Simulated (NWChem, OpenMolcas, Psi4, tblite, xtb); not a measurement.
**A ladder of methods for BSiH4O2F (SMILES O[SiH2]B(O)F)**

BSiH4O2F has 9 atoms, charge 0, and is taken as a singlet. SMILES: `O[SiH2]B(O)F`. The shape is that of a PBE0-D4/def2-TZVP optimisation. This is one conformer, not always the lowest.

```xyz
9

O     1.1525    0.6501    1.7030
Si    0.8376   -0.4398    0.5002
B    -0.7015    0.1940   -0.6709
O    -0.9680   -0.3816   -1.8590
F    -1.4885    1.1969   -0.2504
H     0.4010    1.0981    2.0929
H     2.0933   -0.5798   -0.2781
H     0.4933   -1.7816    1.0563
H    -1.7313   -0.0026   -2.3111
```

Quantity: the dipole moment, in D. The values are calculated.

| level | kind | program | value (D) | CPU time |
| --- | --- | --- | --- | --- |
| GFN1-xTB | semi-empirical | tblite | 3.12 | under 2 s |
| GFN2-xTB | semi-empirical | tblite | 2.55 | under 2 s |
| GFN0-xTB | semi-empirical | xtb | 2.87 | under 2 s |
| IPEA1-xTB | semi-empirical | tblite | 2.37 | under 2 s |
| HF/STO-3G | Hartree–Fock | NWChem | 2.45 | 2.2 s |
| HF/3-21G | Hartree–Fock | NWChem | 3.12 | 2.8 s |
| HF/ANO-RCC-VDZ (DKH2, RICD fitting) | Hartree–Fock | OpenMolcas | 2.97 | 1.8 s |
| B3LYP/6-31G* (Cartesian functions) | global hybrid | NWChem | 2.68 | 31 s |
| wB97X-D/def2-SVP (density fitting) | range-separated hybrid | Psi4 | 2.60 | 5.3 s |

The values span 2.37 to 3.12 D. Magnitudes only. Sets without polarisation functions give poor dipoles. Times are those of the runs behind each value, whatever else they computed, on shared processors of several kinds: orders of magnitude only.
